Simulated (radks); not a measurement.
Spherical quantum dot in the effective-mass picture: electrons in a well V = -V0 / (1 + exp((r - R)/a)) with V0 = 40.3, R = 1.83, a = 0.071, all in effective atomic units (hartree* = m*/eps^2 hartree, bohr* = eps/m* bohr), one dielectric constant everywhere. Method: non-relativistic Kohn-Sham, r2SCAN, spin-polarised, spherical densities, generalised Kohn-Sham scheme; computed with a radial shooting solver with Libxc functionals. Levels are named by radial order and angular momentum (1s, 1p, 1d, 2s, ...), and open shells are averaged over m. Results are scaled to m* = 0.403 and eps = 15.2, for which hartree* = 47.46 meV and bohr* = 1.996 nm. Each electron was tried in the lowest free levels, single moves between levels near the top were tried too, and the lowest total energy was kept; such a search can miss a lower state. At N = 1 the Hartree and exchange-correlation terms need not cancel, so that row can carry a self-interaction error.

| N | open shells | 2S | E (meV) | addition energy mu(N+1) - mu(N) (meV) | rms radius (nm) |
|---|---|---|---|---|---|
| 1 | 1s(up 1, down 0) | 1 | -1843.96 | 43.11 | 1.970 |
| 2 | none | 0 | -3644.80 | 99.54 | 2.020 |
| 3 | 1p(up 1, down 0) | 1 | -5346.11 | 30.93 | 2.146 |
| 4 | 1p(up 2, down 0) | 2 | -7016.49 | 32.69 | 2.213 |
| 5 | 1p(up 3, down 0) | 3 | -8654.18 | 47.00 | 2.258 |
| 6 | 1p(up 3, down 1) | 2 | -10244.9 | 30.13 | 2.294 |
| 7 | 1p(up 3, down 2) | 1 | -11805.4 | 31.71 | 2.322 |
| 8 | none | 0 | -13334.3 | 113.3 | 2.346 |
| 9 | 1d(up 1, down 0) | 1 | -14749.9 | 30.42 | 2.383 |
| 10 | 1d(up 2, down 0) | 2 | -16135.0 | 30.86 | 2.413 |
| 11 | 1d(up 3, down 0) | 3 | -17489.3 | 31.13 | 2.438 |
| 12 | 1d(up 4, down 0) | 4 | -18812.5 | 31.28 | 2.460 |
| 13 | 1d(up 5, down 0) | 5 | -20104.4 | 44.25 | 2.480 |
| 14 | 1d(up 5, down 1) | 4 | -21352.1 | 29.79 | 2.498 |
| 15 | 1d(up 5, down 2) | 3 | -22570.0 | 30.25 | 2.514 |
| 16 | 1d(up 5, down 3) | 2 | -23757.6 | 30.55 | 2.528 |
| 17 | 1d(up 5, down 4) | 1 | -24914.6 | 30.74 | 2.542 |
| 18 | none | 0 | -26041.0 | 121.9 | 2.554 |
| 19 | 2s(up 1, down 0) | 1 | -27045.3 | 36.03 | 2.544 |
| 20 | 2s(up 1, down 0) 1f(up 1, down 0) | 2 | -28013.7 | 28.94 | 2.561 |
| 21 | 1f(up 3, down 0) | 3 | -28953.1 | 28.42 | 2.599 |
| 22 | 1f(up 4, down 0) | 4 | -29864.1 | 30.01 | 2.612 |
| 23 | 1f(up 5, down 0) | 5 | -30745.1 | 30.06 | 2.624 |
| 24 | 1f(up 6, down 0) | 6 | -31596.0 | 30.10 | 2.635 |
| 25 | 1f(up 7, down 0) | 7 | -32416.8 | 41.61 | 2.646 |
| 26 | 2s(up 1, down 0) 1f(up 7, down 0) | 8 | -33196.0 | 30.21 | 2.636 |
| 27 | 1f(up 7, down 2) | 5 | -33945.0 | 28.93 | 2.665 |
| 28 | 1f(up 7, down 3) | 4 | -34665.1 | 29.53 | 2.674 |
| 29 | 1f(up 7, down 4) | 3 | -35355.6 | 29.61 | 2.683 |
| 30 | 1f(up 7, down 5) | 2 | -36016.5 | 29.68 | 2.691 |
| 31 | 1f(up 7, down 6) | 1 | -36647.8 | - | 2.699 |

All shells are closed at N = 2, 8, 18 (there: 1s2 1p6 1d10); the second difference of the energy has clear peaks (12 % above both neighbours; the first and last values, which can be the largest, are not judged, and half-filled shells can peak too) at N = 2, 5, 8, 13, 18, 25.
